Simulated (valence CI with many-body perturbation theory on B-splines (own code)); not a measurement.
## Tl68+: what each term of the Hamiltonian does

Calculated by relativistic CI+MBPT: three valence electrons over a frozen Dirac-Fock core [Ne], a basis of 11 s, 11 p, 9 d, 7 f, 5 g, 2 h, 1 i functions for each j, with the one-electron correlation potential Σ1, the two-electron term Σ2, the three-electron term Σ3, Breit, model QED; selected CI, second order for the rest (own B-spline code, finite nucleus).

The last digits are not significant, and no measured levels were compared; by estimate large intervals hold to a few tenths of a per cent, small ones and those within an open d or f shell to about a per cent.

Each rung adds one term. CI alone is the Dirac-Coulomb CI over the frozen core; QED comes last and gives the full result, which names the levels. Energies are above (3s^2 3p1/2) J=1/2 on the same rung, in × 10³ cm⁻¹.

Levels are named by their leading jj configuration (3d3/2^4 stands for four electrons in 3d with j = 3/2), which in mixed levels can hold well under half, so a name can repeat and another be missing. Letters in brackets count levels of one name in rising energy.

| Level | CI alone | + Σ1 | + Σ2 | + Σ3 | + Breit | Full |
| --- | --- | --- | --- | --- | --- | --- |
| (3s 3p1/2^2) J=1/2 | 1577.2 | 1574.7 | 1574.0 | 1574.1 | 1622.0 | 1570.3 |
| (3s^2 3p3/2) J=3/2 | 4576.4 | 4578.4 | 4579.4 | 4579.4 | 4526.7 | 4530.2 |
| (3s 3p1/2 3p3/2) J=3/2 [a] | 5870.2 | 5869.7 | 5872.4 | 5872.7 | 5866.1 | 5818.9 |
| (3s 3p1/2 3p3/2) J=5/2 | 6047.6 | 6047.1 | 6048.5 | 6048.6 | 6033.5 | 5986.4 |
| (3s 3p1/2 3p3/2) J=3/2 [b] | 6225.7 | 6225.2 | 6225.1 | 6225.2 | 6204.3 | 6165.6 |
| (3s 3p1/2 3p3/2) J=1/2 | 6321.2 | 6320.8 | 6317.6 | 6317.6 | 6312.0 | 6264.2 |
| (3s^2 3d3/2) J=3/2 | 6731.1 | 6730.8 | 6725.7 | 6725.4 | 6675.0 | 6658.0 |
| (3s^2 3d5/2) J=5/2 | 7667.5 | 7668.9 | 7666.1 | 7665.8 | 7579.2 | 7573.8 |
| (3s 3p1/2 3d3/2) J=3/2 [a] | 7750.3 | 7747.4 | 7747.7 | 7748.0 | 7752.0 | 7680.8 |
| (3s 3p1/2 3d3/2) J=3/2 [b] | 7872.6 | 7869.8 | 7868.4 | 7868.4 | 7878.1 | 7799.2 |
| (3s 3p1/2 3d3/2) J=5/2 | 7975.0 | 7972.3 | 7971.7 | 7971.6 | 7949.2 | 7890.6 |
| (3s 3p1/2 3d3/2) J=1/2 | 8213.0 | 8210.3 | 8206.1 | 8205.9 | 8193.5 | 8134.9 |
| (3s 3p1/2 3d3/2) J=3/2 [c] | 8292.1 | 8289.4 | 8284.4 | 8284.0 | 8275.4 | 8211.1 |
| (3s 3p1/2 3d5/2) J=5/2 [a] | 8994.6 | 8993.5 | 8992.3 | 8992.0 | 8952.1 | 8896.2 |
| (3s 3p1/2 3d5/2) J=7/2 | 9141.6 | 9140.5 | 9138.2 | 9138.0 | 9087.8 | 9031.8 |
| (3s 3p1/2 3d5/2) J=5/2 [b] | 9227.1 | 9226.0 | 9223.5 | 9223.0 | 9178.5 | 9122.4 |
| (3s 3p1/2 3d5/2) J=3/2 | 9259.2 | 9258.0 | 9253.9 | 9253.5 | 9218.1 | 9160.3 |
| (3p1/2^2 3d3/2) J=3/2 | 9718.9 | 9713.7 | 9709.9 | 9709.8 | 9742.9 | 9633.2 |
| (3s 3p3/2^2) J=5/2 | 10554 | 10556 | 10558 | 10558 | 10495 | 10451 |

Question: How does the ionisation energy move along the ladder, and which term matters most?

Answer: CI alone 8432.4, + Σ1 8433.6, + Σ2 8433.6, + Σ3 8433.5, + Breit 8419.6, + QED 8419.0 eV. The largest step is Breit, -14.0 eV. NIST lists 8420 ± 50 eV (theoretical).
